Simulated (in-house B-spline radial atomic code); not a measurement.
Radial electron density of La IX (La8+), [Kr] 4d10 5s2 5p1. Computed with a B-spline radial code for spherical atoms: scalar-relativistic (X2C) BLYP, spin-polarised, spherical fractional occupations, Fermi nucleus of rms radius 4.855 fm.

One-electron X2C: radii and densities carry no picture-change correction, so inner-shell <1/r> comes out high (for 1s by about 2 % at Z = 33, 5 % at 54, 10 % at 75, 30 % at 118) and <r> low.

Columns: r (bohr), 4πr²n(r) (electrons per bohr), bar.

```
 0.00065    2.004 #
0.000798    2.755 #
0.000979    3.771 ##
  0.0012    5.134 ##
 0.00148    7.018 ###
 0.00181    9.416 ####
 0.00223    12.67 ######
 0.00273    16.73 ########
 0.00336    21.99 ##########
 0.00412    28.34 #############
 0.00506    35.93 ################
 0.00621    44.49 ####################
 0.00763    53.65 ########################
 0.00937    62.52 ############################
  0.0115    69.95 ################################
  0.0141    74.66 ##################################
  0.0173    75.72 ##################################
  0.0213    73.02 #################################
  0.0261    68.38 ###############################
  0.0321    65.06 #############################
  0.0394     67.1 ##############################
  0.0484    76.17 ##################################
  0.0594    88.92 ########################################
  0.0729    97.46 ############################################
  0.0896    94.62 ###########################################
    0.11    82.14 #####################################
   0.135    71.91 ################################
   0.166    74.22 ##################################
   0.204    82.95 #####################################
    0.25    79.65 ####################################
   0.307    58.17 ##########################
   0.377    35.53 ################
   0.463    29.28 #############
   0.568    33.61 ###############
   0.698    31.94 ##############
   0.857    21.57 ##########
    1.05    11.52 #####
    1.29    5.998 ###
    1.59    3.199 #
    1.95    1.367 #
    2.39    0.368 
    2.94   0.0522 
     3.6 0.003657 
    4.43 9.667e-05 
    5.43 9.396e-07
```

On this grid the curve has 4 maxima, near 0.0173, 0.0729, 0.204, 0.568 bohr.

The 5s down radial function P(r) = rR(r), positive near the nucleus:

| r (bohr) | P |
| --- | --- |
| 0.000351 | 0.02104 |
| 0.000529 | 0.02908 |
| 0.000798 | 0.04004 |
| 0.0012 | 0.05457 |
| 0.00181 | 0.07372 |
| 0.00273 | 0.09778 |
| 0.00412 | 0.126 |
| 0.00621 | 0.1547 |
| 0.00937 | 0.175 |
| 0.0141 | 0.1695 |
| 0.0213 | 0.1128 |
| 0.0321 | -0.01379 |
| 0.0484 | -0.1835 |
| 0.0729 | -0.27 |
| 0.11 | -0.09328 |
| 0.166 | 0.2871 |
| 0.25 | 0.3294 |
| 0.377 | -0.2683 |
| 0.568 | -0.545 |
| 0.857 | 0.3022 |
| 1.29 | 1.016 |
| 1.95 | 0.6153 |
| 2.94 | 0.1068 |
| 4.43 | 0.003507 |
